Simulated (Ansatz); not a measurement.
Species: sum formula SiN$_{3}$H$_{5}$Cl, charge 0, multiplicity 2. It need not be the lowest isomer of its formula. 
Geometry from a B3LYP-D3(BJ)/def2-TZVP (Ansatz, an electronic-structure program) optimisation:
SMILES: [NH][Si](N)(N)Cl
```xyz
10

N      0.4311     1.4595    -1.1090
Si     0.0915    -0.0748    -0.3532
N      1.3933    -1.1539    -0.1979
N     -1.1129    -0.8694    -1.2497
Cl    -0.3861     0.4580     1.6055
H     -0.3895     2.0547    -1.2445
H      2.0278    -1.0731     0.5797
H      1.8482    -1.5205    -1.0194
H     -1.2671    -1.8594    -1.1429
H     -1.9166    -0.3936    -1.6245
```
Charge 0, spin multiplicity 2.

Computed values are from Ansatz. Cores are frozen in the correlated levels unless marked. Open shells are spin-unrestricted. No spin-orbit coupling. No relativistic terms. Basis-set limits of correlation are two-point, X^-3; Hartree-Fock from the larger set.

Q: What is the dipole moment at CCSD(T)/aug-cc-pV(D+d)Z?

A: 2.24 D.

Q: What is the total energy at CCSD(T)/CBS(cc-pV(T+d)Z,cc-pV(Q+d)Z)?

A: -916.0430 Eh.

Q: What is the atomisation energy De at CCSD(T)/CBS(cc-pV(T+d)Z,cc-pV(Q+d)Z)?

A: 819.9 kcal/mol.

Q: What is the T1 diagnostic at CCSD/cc-pV(Q+d)Z?

A: 0.011.
